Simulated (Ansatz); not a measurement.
C2H9AlClGeN, singlet, geometry from GFN2-xTB (such geometries of metal compounds can be far from the true shape); SC-NEVPT2/STO-3G, CASSCF(6,6) in Ansatz (an electronic-structure program).

Ansatz was given this input:
Ansatz 0.2 input:
```yaml
crystal:
  periodic: [false, false, false]
  atoms:
    - {symbol: Al, position_ang: [0.18237092, 0.06706491, -0.51649060]}
    - {symbol: Cl, position_ang: [1.53098629, -0.26986259, -1.98482023]}
    - {symbol: Ge, position_ang: [0.46912649, -0.89381170, 1.68149197]}
    - {symbol: H, position_ang: [-0.59613425, -1.83627324, 2.18769717]}
    - {symbol: H, position_ang: [1.71050948, -1.73782085, 1.83696153]}
    - {symbol: H, position_ang: [0.60074983, 0.04701665, 2.85485262]}
    - {symbol: N, position_ang: [-1.28285172, 1.08111549, -0.75039344]}
    - {symbol: C, position_ang: [-1.66808310, 1.75982383, -1.97518634]}
    - {symbol: C, position_ang: [-2.23346898, 1.30500488, 0.32301462]}
    - {symbol: H, position_ang: [-2.64327617, 1.40902979, -2.33208987]}
    - {symbol: H, position_ang: [-1.73158132, 2.84357614, -1.82390183]}
    - {symbol: H, position_ang: [-0.92125504, 1.55734036, -2.74342043]}
    - {symbol: H, position_ang: [-2.31761432, 2.37091798, 0.56333140]}
    - {symbol: H, position_ang: [-3.22979007, 0.93561493, 0.05487530]}
    - {symbol: H, position_ang: [-1.89197000, 0.77161230, 1.21605711]}
basis:
  gaussian:
    orbitals: STO-3G
magnetization: {spin_polarized: false}
correlation: {method: sc_nevpt2, electrons: all, active_space: {window: {electrons: 6, orbitals: 6}}}
```

The log (banner, timings and long lists left out):

```
Functional definition: HF
715 factors; integrals over basis functions are off by at most 7.1e-5 eV
mean field evaluation 1: about -78347.6319 eV, gradient 2.4e1 eV
mean field evaluation 2: about -78347.8455 eV, gradient 2.3e1 eV
mean field evaluation 4: about -78350.1226 eV, gradient 1.9e0 eV
mean field evaluation 8: about -78350.1374 eV, gradient 1.7e-5 eV
mean field -78350.13742828 eV, -2879.3144428588 hartree, gradient 2.7e-6 eV, S^2 0.000000; 0 other end points of the search recorded, 0 dependent functions left out
reference -78350.13742828 eV, -2879.3144428588 hartree; 45, 45 occupied and 15, 15 virtual orbitals, 715 factors
state -78351.56526000 eV, -2879.3669147067 hartree
state -78351.56526000 eV, -2879.3669147067 hartree; corrected -78356.51026897 eV, -2879.5486404345 hartree
state -78351.36000156 eV, -2879.3593715980 hartree
state -78351.36000156 eV, -2879.3593715980 hartree; corrected -78356.43362853 eV, -2879.5458239503 hartree
state -78351.56526000 eV, -2879.3669147067 hartree; corrected -78356.51026897 eV, -2879.5486404345 hartree
state -78351.02756230 eV, -2879.3471546804 hartree
state -78351.02756230 eV, -2879.3471546804 hartree; corrected -78356.48409823 eV, -2879.5476786774 hartree
state -78351.56526000 eV, -2879.3669147067 hartree; corrected -78356.51026897 eV, -2879.5486404345 hartree
2 active orbitals were swapped for others, from the solution at -78351.35994096 eV, -2879.3593693711 hartree to that at -78351.56523934 eV, -2879.3669139474 hartree; typed "places" are swapped only where nearly empty or full, and so, without "given_window_search", are "orbital_numbers", "shells" and a window whose orbitals a file names under [Active]
Total energy: -78356.51026897 eV, -2879.5486404345 hartree
```
